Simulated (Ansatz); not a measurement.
HfO2. Total charge 0; singlet. Geometry B3LYP-D4/def2-TZVP.

```xyz
3

Hf   -0.372    0.469   -0.367
O    -0.353    0.301    1.414
O     0.725   -0.770   -1.047
```

In the def2 sets Hf takes a core potential; there is no spin–orbit coupling. The structure comes from a short search, and lower isomers may exist.

Estimate the orbital energies around the gap (eV) in Ansatz with HF/def2-TZVP, LDA (SPW92)/def2-TZVP, PBE-D4/def2-SVP, r2SCAN-D4/def2-TZVP, PBE0-D4/def2-TZVP.


| orbital | HF/def2-TZVP | LDA (SPW92)/def2-TZVP | PBE-D4/def2-SVP | r2SCAN-D4/def2-TZVP | PBE0-D4/def2-TZVP |
| --- | --- | --- | --- | --- | --- |
| HOMO−13 | -557.08 | -504.85 | -508.77 | -513.88 | -520.80 |
| HOMO−12 | -557.08 | -504.85 | -508.77 | -513.88 | -520.80 |
| HOMO−11 | -79.02 | -63.29 | -63.42 | -65.37 | -67.57 |
| HOMO−10 | -44.10 | -33.52 | -33.54 | -34.70 | -36.41 |
| HOMO−9 | -43.76 | -33.48 | -33.53 | -34.67 | -36.31 |
| HOMO−8 | -43.24 | -33.45 | -33.47 | -34.66 | -36.21 |
| HOMO−7 | -30.62 | -20.33 | -19.99 | -21.52 | -23.15 |
| HOMO−6 | -30.00 | -19.87 | -19.53 | -21.07 | -22.67 |
| HOMO−5 | -12.75 | -7.54 | -7.23 | -7.48 | -8.82 |
| HOMO−4 | -12.16 | -7.28 | -7.00 | -7.23 | -8.42 |
| HOMO−3 | -11.45 | -7.26 | -6.97 | -7.14 | -8.27 |
| HOMO−2 | -11.16 | -6.89 | -6.56 | -6.76 | -7.88 |
| HOMO−1 | -11.00 | -6.70 | -6.39 | -6.57 | -7.73 |
| HOMO | -10.30 | -5.54 | -5.18 | -5.49 | -6.71 |
| LUMO | -1.45 | -4.41 | -4.07 | -3.73 | -3.45 |
| LUMO+1 | 0.71 | -2.52 | -2.18 | -1.95 | -1.57 |
| LUMO+2 | 1.24 | -2.40 | -2.02 | -1.88 | -1.42 |
| LUMO+3 | 2.25 | -0.62 | -0.37 | -0.04 | 0.22 |
| LUMO+4 | 4.06 | -0.45 | -0.05 | 0.21 | 0.83 |
| LUMO+5 | 4.22 | 0.64 | 0.32 | 1.33 | 1.70 |
